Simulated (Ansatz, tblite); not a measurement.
Spin states of Si2Au2 (the lowest singlet isomer of a short search), each relaxed with r2SCAN-D4/def2-SVP in Ansatz. Electronic energies in the gas phase.

In the def2 sets Au takes a core potential; there is no spin–orbit coupling. The xTB rows come from tblite. Correlated methods freeze 10 core orbitals; core or outer-core shells of Au are correlated, in sets that lack core-valence functions. The structure comes from a short search, and lower isomers may exist.

Singlet geometry:

```tsv
atom	x (Å)	y (Å)	z (Å)
Au1	-0.141	1.330	-1.167
Au2	-1.055	-1.383	0.353
Si3	0.022	0.672	1.212
Si4	1.175	-0.619	-0.398
```

Triplet geometry (C2v within 0.1 Å):

```xyz
4

Au    1.345   -0.681   -1.335
Au   -1.687    0.963    0.533
Si    0.759    0.837    0.495
Si   -0.418   -1.119    0.308
```

Quintet geometry (D2h within 0.1 Å):

```tsv
atom	x (Å)	y (Å)	z (Å)
Au1	0.070	1.914	-0.584
Au2	-0.069	-1.914	0.584
Si3	-0.262	0.382	1.219
Si4	0.261	-0.382	-1.219
```

⟨S²⟩: triplet 2.02 at PBE0-D4/def2-TZVP (pure 2.00), quintet 6.02 at PBE0-D4/def2-TZVP (pure 6.00).

Only these spin states were relaxed. The triplet has other bonds than the singlet, so the gap mixes isomer and spin. The quintet has other bonds than the singlet, so the gap mixes isomer and spin.

| level | triplet − singlet (kJ/mol) | quintet − singlet (kJ/mol) | lowest of these | remarks |
| --- | --- | --- | --- | --- |
| GFN1-xTB | 106.2 | 256.6 | singlet | – |
| GFN2-xTB | 176.0 | 351.8 | singlet | – |
| HF/def2-TZVP | 105.6 | 197.3 | singlet | spin-contaminated (⟨S²⟩ 2.15) (triplet) |
| PBE-D4/def2-TZVP | 84.6 | 226.6 | singlet | – |
| revPBE-D4/def2-TZVP | 86.2 | 228.8 | singlet | – |
| r2SCAN-D4/def2-TZVP | 78.9 | 210.8 | singlet | – |
| PBE0-D4/def2-TZVP | 99.6 | 235.4 | singlet | – |
| PBE-QIDH/def2-TZVP | 113.6 | 263.2 | singlet | test for broken spin undecided (singlet) |

Change of the quintet − singlet gap on mixing in exact exchange, in kJ/mol: PBE to PBE0 (25 % exact exchange) 8.8.

The xTB methods have no spin-polarisation term.
